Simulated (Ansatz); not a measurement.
`[CH3][InH][CH2]Br` and `[CH3][InH][CH2]O` differ in one atom or group.

Ansatz, PBE0-D4/def2-TZVP geometries, multiplicity 1. Each molecule was computed in one conformer, which needn't be the lowest. `[CH3][InH][CH2]Br` holds a close contact that its SMILES doesn't draw: Br···In 3.07 Å.

Elements past krypton have def2 core potentials. Scalar relativity is left out up to krypton. Spin–orbit coupling is left out; it splits and shifts lone-pair levels of the heavy atoms by tenths of an eV.

```csv
property,`[CH3][InH][CH2]Br`
size of the dipole moment (PBE/def2-TZVPP) / D,1.76
LUMO energy (PBE/def2-TZVPP) / eV,-2.00
HOMO energy (PBE/def2-TZVPP) / eV,-5.92
LUMO energy (B3LYP/def2-TZVPP) / eV,-1.55
HOMO–LUMO gap (B3LYP/def2-TZVPP) / eV,5.31
LUMO energy (ωB97M-V/def2-TZVPP) / eV,0.15
```

Give the same properties after the change, and the shifts. (Estimate.)

Ansatz gave: 
```tsv
property	`[CH3][InH][CH2]O`	shift
size of the dipole moment (PBE/def2-TZVPP) / D	1.25	-0.51
LUMO energy (PBE/def2-TZVPP) / eV	-2.08	-0.08
HOMO energy (PBE/def2-TZVPP) / eV	-5.18	0.74
LUMO energy (B3LYP/def2-TZVPP) / eV	-1.66	-0.11
HOMO–LUMO gap (B3LYP/def2-TZVPP) / eV	4.59	-0.72
LUMO energy (ωB97M-V/def2-TZVPP) / eV	0.02	-0.13
```

With PBE0 the HOMO rises by 0.63 eV and the LUMO falls by 0.09 eV, so the gap narrows by about 0.72 eV. PBE moves the HOMO by 0.74 eV and ωB97M-V by 0.57 eV. Dipoles are sizes alone; their direction can turn.

B3LYP here is the variant with VWN-RPA as its local correlation; programs differ in this.
